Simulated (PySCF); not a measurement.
# `C/N=C\[C@@H]1C=C[C@@H]1NC=O`: 4 charge schemes on one density

C₇H₁₀N₂O.
Z-matrix (Å and degrees, GFN2-xTB geometry), rows numbered from 1:
```
C 
N   1  1.4325
C   2  1.2541  1  123.06
C   3  1.5036  2  128.49  1     1.10
C   4  1.5045  3  116.07  2   176.92
C   5  1.3299  4   95.10  3  -112.76
C   6  1.5069  5   94.40  4    -2.33
N   7  1.4355  4  117.26  3    -4.10
C   8  1.3477  7  122.08  4  -112.73
O   9  1.2047  8  125.16  7    -3.41
H   1  1.0932  2  115.18  3   -20.81
H   1  1.0901  2  107.45  3  -142.95
H   1  1.0920  2  107.92  3   101.38
H   3  1.0862  2  115.81  1   179.96
H   4  1.0929  3  110.15  2   -49.47
H   5  1.0743  4  130.60  3    67.67
H   6  1.0740  5  134.82  4   178.98
H   7  1.0932  4  113.58  3  -129.76
H   8  1.0078  7  117.32  4    59.52
H   9  1.1050  8  111.87  7   177.45
```

Density: PBE0/pcSseg-1 (PySCF); schemes: Mulliken, IAO, Hirshfeld and ESP-fitted. One conformer (not necessarily the lowest) at the GFN2-xTB geometry, without solvent, vibrations or thermal averaging.

Tabulate the Mulliken, IAO, Hirshfeld and ESP-fitted charges.

In e; atoms taken as equivalent share a row and are averaged (×n: the atom named and its like, n in all):

```json
{"atom": "C1", "environment": "N-methyl carbon", "Mulliken": "-0.131", "IAO": "-0.317", "Hirshfeld": "-0.077", "ESP-fitted": "+0.112"}
{"atom": "N2", "environment": "imine nitrogen", "Mulliken": "-0.412", "IAO": "-0.263", "Hirshfeld": "-0.157", "ESP-fitted": "-0.626"}
{"atom": "C3", "environment": "imine carbon", "Mulliken": "+0.133", "IAO": "+0.005", "Hirshfeld": "+0.027", "ESP-fitted": "+0.429"}
{"atom": "C4", "environment": "allylic carbon", "Mulliken": "-0.274", "IAO": "-0.175", "Hirshfeld": "-0.039", "ESP-fitted": "-0.181"}
{"atom": "C5", "environment": "alkene CH carbon", "Mulliken": "-0.040", "IAO": "-0.143", "Hirshfeld": "-0.038", "ESP-fitted": "-0.166"}
{"atom": "C6", "environment": "alkene CH carbon", "Mulliken": "-0.040", "IAO": "-0.168", "Hirshfeld": "-0.050", "ESP-fitted": "-0.349"}
{"atom": "C7", "environment": "sp3 carbon bound to nitrogen", "Mulliken": "+0.013", "IAO": "-0.014", "Hirshfeld": "+0.025", "ESP-fitted": "+0.323"}
{"atom": "N8", "environment": "amide nitrogen", "Mulliken": "-0.448", "IAO": "-0.335", "Hirshfeld": "-0.101", "ESP-fitted": "-0.540"}
{"atom": "C9", "environment": "amide carbonyl carbon", "Mulliken": "+0.422", "IAO": "+0.307", "Hirshfeld": "+0.137", "ESP-fitted": "+0.463"}
{"atom": "O10", "environment": "amide oxygen", "Mulliken": "-0.439", "IAO": "-0.486", "Hirshfeld": "-0.280", "ESP-fitted": "-0.516"}
{"atom": "H11/H12/H13", "environment": "methyl hydrogen", "Mulliken": "+0.125", "IAO": "+0.148", "Hirshfeld": "+0.044", "ESP-fitted": "+0.043"}
{"atom": "H14", "environment": "hydrogen on a C=N carbon", "Mulliken": "+0.101", "IAO": "+0.136", "Hirshfeld": "+0.035", "ESP-fitted": "-0.007"}
{"atom": "H15", "environment": "methine hydrogen", "Mulliken": "+0.153", "IAO": "+0.149", "Hirshfeld": "+0.046", "ESP-fitted": "+0.112"}
{"atom": "H16", "environment": "vinylic hydrogen", "Mulliken": "+0.084", "IAO": "+0.154", "Hirshfeld": "+0.056", "ESP-fitted": "+0.161"}
{"atom": "H17", "environment": "vinylic hydrogen", "Mulliken": "+0.079", "IAO": "+0.153", "Hirshfeld": "+0.054", "ESP-fitted": "+0.193"}
{"atom": "H18", "environment": "methine hydrogen", "Mulliken": "+0.153", "IAO": "+0.172", "Hirshfeld": "+0.047", "ESP-fitted": "+0.098"}
{"atom": "H19", "environment": "amide N–H hydrogen", "Mulliken": "+0.198", "IAO": "+0.275", "Hirshfeld": "+0.135", "ESP-fitted": "+0.326"}
{"atom": "H20", "environment": "formyl hydrogen", "Mulliken": "+0.074", "IAO": "+0.105", "Hirshfeld": "+0.049", "ESP-fitted": "+0.039"}
```

Mean size of the charges over all atoms: ESP-fitted 0.240 e, IAO 0.190 e, Mulliken 0.178 e, Hirshfeld 0.074 e. Each set sums to the total charge, 0, to within 0.001 e. The Hirshfeld scheme divides the density at each point in proportion to the densities of the neutral, spherically averaged free atoms.

Some averages cover members that differ in this geometry: H11/H12/H13, ESP-fitted -0.015 to +0.074; H11/H12/H13, IAO +0.125 to +0.161 e.

Lowest charge. The schemes don't all agree: Mulliken N8 (-0.448); IAO O10 (-0.486); Hirshfeld O10 (-0.280); ESP-fitted N2 (-0.626).

Highest charge. All schemes agree: Mulliken C9 (+0.422); IAO C9 (+0.307); Hirshfeld C9 (+0.137); ESP-fitted C9 (+0.463).

How many electrons does the ESP-fitted scheme count on C4?

Z − q = 6 − (-0.181) = 6.181.

How closely do the schemes follow one another over all atoms?

Correlation coefficient and root-mean-square difference: IAO with Hirshfeld 0.95, 0.133 e; Mulliken with IAO 0.92, 0.090 e; Mulliken with Hirshfeld 0.91, 0.144 e; Mulliken with ESP-fitted 0.86, 0.158 e; Hirshfeld with ESP-fitted 0.83, 0.231 e; IAO with ESP-fitted 0.76, 0.198 e.

The run behind these numbers computed NMR shieldings as well. The run took 47 s of wall time on one thread, Intel Xeon (x86_64), no GPU, shared host with 64 logical CPUs at a one-minute load of 64, and the process peaked at 1.0 GiB of memory.
